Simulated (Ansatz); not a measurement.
One change: `COB(S)O[SiH3]` becomes `COB(N)O[SiH3]`.

Ansatz, PBE0-D4/def2-TZVP geometries, multiplicity 1. Each molecule was computed in one conformer, which needn't be the lowest.

| property | `COB(S)O[SiH3]` |
| --- | --- |
| HOMO–LUMO gap (ωB97M-V/def2-TZVPP) / eV | 11.26 |
| HOMO–LUMO gap (PBE/def2-TZVPP) / eV | 5.28 |
| LUMO energy (B3LYP/def2-TZVPP) / eV | -0.25 |
| LUMO energy (ωB97M-V/def2-TZVPP) / eV | 1.62 |
| size of the dipole moment (B3LYP/def2-TZVPP) / D | 1.61 |
| HOMO energy (B3LYP/def2-TZVPP) / eV | -7.17 |

Problem. Give the same properties after the change, and the shifts. (An estimate is asked.)

Solution. The calculation gave: 
```tsv
property	`COB(N)O[SiH3]`	shift
HOMO–LUMO gap (ωB97M-V/def2-TZVPP) / eV	11.61	0.35
HOMO–LUMO gap (PBE/def2-TZVPP) / eV	5.33	0.05
LUMO energy (B3LYP/def2-TZVPP) / eV	-0.01	0.24
LUMO energy (ωB97M-V/def2-TZVPP) / eV	1.78	0.16
size of the dipole moment (B3LYP/def2-TZVPP) / D	0.70	-0.91
HOMO energy (B3LYP/def2-TZVPP) / eV	-7.18	-0.01
```

Dipoles are sizes alone; their direction can turn.

B3LYP here is the variant with VWN-RPA as its local correlation; programs differ in this.
